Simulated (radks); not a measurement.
Results of a calculation; reference values are marked as such.
Species: the bismuth anion Bi3-. Configuration: [Rn]. Level of theory: scalar-relativistic Kohn-Sham, r2SCAN, spin-polarised, spherical densities, finite nucleus; meta-GGA in the generalised Kohn-Sham scheme; Fermi nuclear charge, rms radius 5.5211 fm; Watson sphere of charge +3 and radius 4.78 bohr (a radial shooting solver on a logarithmic mesh with Libxc functionals).

Unscreened Slater integrals over Kohn-Sham orbitals (cm^-1). They are taken over the spin-up orbitals.

\begin{tabular}{lr}
integral & value \\ \hline
F0(6p,6p) & 53543 \\
F2(6p,6p) & 27134 \\
F0(6p,6s) & 63962 \\
G1(6p,6s) & 33235 \\
F0(6p,5d) & 69831 \\
F2(6p,5d) & 16603 \\
G1(6p,5d) & 5689.1 \\
G3(6p,5d) & 4648.8 \\
F0(6s,6s) & 85911 \\
F0(6s,5d) & 104390 \\
G2(6s,5d) & 19951 \\
F0(5d,5d) & 160480 \\
F2(5d,5d) & 83738 \\
F4(5d,5d) & 55936 \\
\end{tabular}
